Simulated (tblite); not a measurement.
C₄H₈NOP.
SMILES with atom numbers: `[CH3:1][CH2:2][P@H:3](=[O:4])[CH2:5][C:6]#[N:7]` (hydrogens: H8, H9, H10 on C1; H11, H12 on C2; H13 on P3; H14, H15 on C5)

Geometry (GFN2-xTB, Å), atoms numbered from 1 in this order:
```xyz
15
C4H8NOP angstrom
C      2.1759    0.5128    0.2566
C      0.7618    0.5912   -0.3025
P     -0.1497   -0.8947    0.2491
O      0.4179   -2.1760   -0.1693
C     -1.8999   -0.6833   -0.3129
C     -2.4411    0.5619    0.1351
N     -2.8438    1.5660    0.5048
H      2.1544    0.5332    1.3454
H      2.6443   -0.4187   -0.0573
H      2.7805    1.3461   -0.0950
H      0.2467    1.4933    0.0294
H      0.7800    0.5761   -1.3968
H     -0.2503   -0.7375    1.6324
H     -1.9036   -0.7384   -1.4070
H     -2.4775   -1.5241    0.0839
```

Method: GFN2-xTB as coded in tblite; computed harmonic values from a numerical Hessian at the method's own geometry, unscaled. Against measured fundamentals such values can be off by several per cent, at times by over 20. Modes of hydrogen on phosphorus can be 10 to 20 % off. One conformer, not necessarily the lowest.

Harmonic wavenumbers (cm⁻¹): 58.1, 66.3, 109.6, 162.4, 190.8, 260.1, 330.0, 340.8, 379.2, 466.6, 660.4, 705.5, 757.1, 776.6, 888.0, 928.9, 993.6, 999.3, 1009.2, 1034.9, 1070.5, 1161.3, 1210.4, 1253.4, 1288.0, 1369.3, 1404.4, 1426.8, 1486.5, 1490.0, 2278.8, 2406.1, 2925.6, 2936.6, 2939.0, 2981.4, 3018.3, 3028.7, 3033.6.

A = 3360, B = 1493, C = 1103 MHz; mass 117.034 u (most abundant isotopes); point group C1, symmetry number 1.

Task: Zero-point energy?

Result: Half the sum of the wavenumbers: 24913 cm⁻¹ = 71.23 kcal/mol.

Task: Give the ideal-gas entropy at 400 K and 1 bar in the rigid-rotor, harmonic-oscillator model (classical rotation).

Result: Translation 41.67, rotation 29.33, vibration 33.05: S = 104.1 cal/(mol K).

Task: And Cp and H(400 K) − H(0)?

Result: Cp = 39.91 cal/(mol K), of which vibrations give 31.96 (their classical limit is 39 R = 77.5); H(400 K) − H(0) = 9.91 kcal/mol without the zero-point energy, 6.73 from vibrations.

Task: Which modes carry the vibrational entropy at 400 K?

Result: 58.1 cm⁻¹: 5.10; 66.3 cm⁻¹: 4.84; 109.6 cm⁻¹: 3.85; 162.4 cm⁻¹: 3.08; 190.8 cm⁻¹: 2.77; 260.1 cm⁻¹: 2.19 cal/(mol K); the other 33 give 11.21 together.

Task: How do the functions run with temperature in this model?

Result: 
| T (K) | S (cal/(mol K)) | Cp (cal/(mol K)) | H − H(0) (kcal/mol) | G − H(0) (kcal/mol) | ln q(vib) |
| --- | --- | --- | --- | --- | --- |
| 150 | 75.4 | 21.5 | 2.23 | -9.08 | 2.66 |
| 250 | 88.1 | 28.8 | 4.74 | -17.27 | 4.92 |
| 298.15 | 93.4 | 32.5 | 6.22 | -21.65 | 5.98 |
| 600 | 122.5 | 51.3 | 19.10 | -54.42 | 12.29 |
| 900 | 145.6 | 62.4 | 36.30 | -94.76 | 18.01 |

q(vib) and H(0) count from the zero-point level.

Task: Blend soft modes into free rotors: weight 1/[1 + (100 cm⁻¹/ν̃)⁴] for the oscillator and the rest for a rotor with moment μB/(μ + B), μ = h/(8π²ν), B = 10⁻⁴⁴ kg m². What vibrational entropy results?

Result: 30.31 cal/(mol K) in place of 33.05, which changes −T·S at 400 K by +1.10 kcal/mol.

Hindered rotation and anharmonicity are outside this model. Other conformers, if any are populated, would add a mixing term that is left out. The structure is chiral; the term R ln 2 for an equal mix with its mirror image is left out.
